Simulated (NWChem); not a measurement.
Molecule: VF₄, doublet; SMILES [F][V]([F])([F])[F]

```xyz
5

V      0.0000     0.0000     0.0000
F      1.0430    -1.0430     0.8897
F     -1.0430     1.0430     0.8897
F     -1.0430    -1.0430    -0.8897
F      1.0430     1.0430    -0.8897
```
Atoms are numbered in this order, from 1.

Level: PBE-D3(BJ)/def2-SVP, spin-unrestricted (NWChem), optimised geometry, unscaled harmonic frequencies. In the optimisation the excess spin sits in a1 (D2d, its own frame). This spin state was assumed; another may lie lower.

```json
[
 {"frequency (cm⁻¹)": "128", "IR intensity (km/mol)": "0.0"},
 {"frequency (cm⁻¹)": "171", "IR intensity (km/mol)": "29.8"},
 {"frequency (cm⁻¹)": "172", "IR intensity (km/mol)": "0.0"},
 {"frequency (cm⁻¹)": "213", "IR intensity (km/mol)": "13.6"},
 {"frequency (cm⁻¹)": "213", "IR intensity (km/mol)": "13.6"},
 {"frequency (cm⁻¹)": "706", "IR intensity (km/mol)": "0.0"},
 {"frequency (cm⁻¹)": "742", "IR intensity (km/mol)": "147.6"},
 {"frequency (cm⁻¹)": "810", "IR intensity (km/mol)": "163.7"},
 {"frequency (cm⁻¹)": "810", "IR intensity (km/mol)": "163.7"}
]
```

```
Property                                                                           Result
-----------------------------------------------------------------------  ----------------
zero-point energy                                                            5.7 kcal/mol
thermal correction to the enthalpy at 298.15 K (with zero-point energy)     10.1 kcal/mol
heat capacity Cv                                                         18.1 cal/(mol K)
dipole moment                                                                      0.00 D
```

Rigid rotor and harmonic oscillator.
